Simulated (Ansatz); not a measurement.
`CC[O][GeH]([CH3])[F]` → `CCOC` + `[F][GeH]`  (germylene formation by 1,1-elimination)

Isolated molecules relaxed with PBE0-D4/def2-TZVP in Ansatz; ΔE leaves out vibrations. CCSD(T)/CBS is the MP2 limit (def2-TZVPP, def2-QZVPP) plus CCSD(T) − MP2 in def2-TZVPP, frozen cores. Functionals use def2-TZVPP. For Ge outer-core shells are correlated without core-valence functions, which leaves a few kJ/mol of doubt a bond. Scalar relativity is left out up to krypton. One conformer a species, not always the lowest.

CCSD(T)/CBS gives +249.0 kJ/mol.

Question: Another level gave +276.2 kJ/mol. Which?
A. PBE-D4/def2-TZVPP
B. MP2/def2-TZVPP
C. PBE/def2-TZVPP
D. ωB97M-V/def2-TZVPP

Answer: B. MP2/def2-TZVPP 276.2, PBE-D4 224.5, PBE 215.8, ωB97M-V 232.5 kJ/mol.

Largest T1 diagnostic among the species: 0.014.

In def2-TZVPP, CCSD(T) changes the Hartree–Fock value by +29.6 kJ/mol (the triples alone add +3.6 kJ/mol) and MP2 by +49.4 kJ/mol. The D4 term adds +13.9 kJ/mol with B3LYP and +7.7 kJ/mol with PBE0; it sums over pairs of atoms, weighted by their polarisabilities, and B3LYP, whose exchange is more repulsive, gets the larger term.

B3LYP here is the variant with VWN-RPA as its local correlation; programs differ in this.
